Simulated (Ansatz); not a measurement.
```yaml
crystal:
  periodic: [false, false, false]
  atoms:
    - {symbol: C, position_ang: [-1.409009, -0.323892, -0.152224]}
    - {symbol: C, position_ang: [0.043754, 0.042246, -0.382767]}
    - {symbol: C, position_ang: [0.959409, -1.100814, 0.007100]}
    - {symbol: F, position_ang: [0.199431, 0.230732, -1.781674]}
    - {symbol: Al, position_ang: [0.542138, 1.758385, 0.513227]}
    - {symbol: H, position_ang: [-1.604855, -0.472006, 0.913441]}
    - {symbol: H, position_ang: [-1.654070, -1.255956, -0.675119]}
    - {symbol: H, position_ang: [-2.086258, 0.451813, -0.519297]}
    - {symbol: H, position_ang: [0.900596, -1.291923, 1.082146]}
    - {symbol: H, position_ang: [2.001996, -0.889605, -0.244866]}
    - {symbol: H, position_ang: [0.667929, -2.018153, -0.517957]}
    - {symbol: H, position_ang: [0.499287, 1.801711, 2.103211]}
    - {symbol: H, position_ang: [0.960051, 3.032661, -0.330620]}
basis:
  gaussian: {orbitals: STO-3G, point_charges: [{charge: 0.50, position_ang: [4.900, 0.993, -0.726]}]}
magnetization: {spin_polarized: false, initial_magnetization: 2}
hamiltonian: {xc: {name: PBE}}
correlation: {method: rpa, electrons: all}
```

```sh
$ ansatz run in.yaml --threads 4 --pin off --events-out ev --progress --plain --max-ram 10444MiB
```

How does Ansatz answer? (Best estimate.)

The calculation gave: The run stopped with an error.
```
Functional definition: PBE
492 factors; integrals over basis functions are off by at most 5.5e-5 eV
mean field evaluation 1: about -12377.8961 eV, gradient 1.9e1 eV
mean field evaluation 2: about -12377.7577 eV, gradient 1.9e1 eV
mean field evaluation 4: about -12379.0813 eV, gradient 1.4e1 eV
mean field evaluation 8: about -12379.7387 eV, gradient 4.3e0 eV
mean field evaluation 16: about -12379.8788 eV, gradient 1.4e0 eV
mean field evaluation 32: about -12378.9044 eV, gradient 1.0e1 eV
mean field evaluation 64: about -12378.4253 eV, gradient 1.1e1 eV
mean field evaluation 96: about -12375.2086 eV, gradient 5.8e0 eV
mean field -12379.89352000 eV, -454.9526954668 hartree, gradient 2.1e-6 eV, S^2 2.000000; 9 other end points of the search recorded, 0 dependent functions left out
mean field evaluation 128: about -12343.5210 eV, gradient 1.1e0 eV
reference -12343.11321775 eV, -453.6010442896 hartree; 25, 23 occupied and 12, 14 virtual orbitals, 492 factors
Error: the energy between an occupied orbital and the lowest state that it is excited into in its spin channel is -0.1350 eV and must be positive: a state without a gap has no random-phase energy
```
